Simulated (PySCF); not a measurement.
BH₆N. Atoms are numbered in the order given.

```xyz
8

B      0.0000     0.0000    -0.9246
N      0.0000     0.0000     0.7243
H      0.0000    -1.1752    -1.2431
H      1.0178     0.5876    -1.2431
H     -1.0178     0.5876    -1.2431
H     -0.8270    -0.4774     1.0940
H      0.0000     0.9549     1.0940
H      0.8270    -0.4774     1.0940
```

Coordinates come from a PBE-D3(BJ)/def2-TZVP optimisation.

Vertical ionisation energy (IE) and electron affinity (EA) in eV. Rows of orbital energies are one-electron estimates. Where ΔSCF, EOM or ADC give a negative EA the extra electron is unbound and the value depends on the basis.

```csv
level,IE,EA
"−ε(HOMO), −ε(LUMO), M06-2X/def2-TZVPD (PySCF)",9.08,0.34
"−ε(HOMO), −ε(LUMO), PBE0/def2-TZVPD (PySCF)",…,…
ADC(2)/aug-cc-pVDZ (PySCF),10.43,-0.22
```

Question: Fill in the missing entries. (The exact figures need the calculation; the answer reports its results.)

Answer: 
- −ε(HOMO), −ε(LUMO), PBE0/def2-TZVPD (PySCF), IE: 7.79
- −ε(HOMO), −ε(LUMO), PBE0/def2-TZVPD (PySCF), EA: 0.56

Computed lowest 1s main lines (those of the lightest heavy element) from CVS-ADC(2)-x/aug-cc-pVDZ (PySCF, non-relativistic), with pole strengths:
195.1 eV (1.53).

Question: Beyond the first one, list the lowest photoelectron lines from ADC(2)/aug-cc-pVDZ run with PySCF with their pole strengths (two spins summed). (An estimate is asked for; the answer gives what the named calculation found.)

Answer: 12.42 eV (1.80), 17.29 eV (1.77), 17.98 eV (1.80), 17.98 eV (1.80).
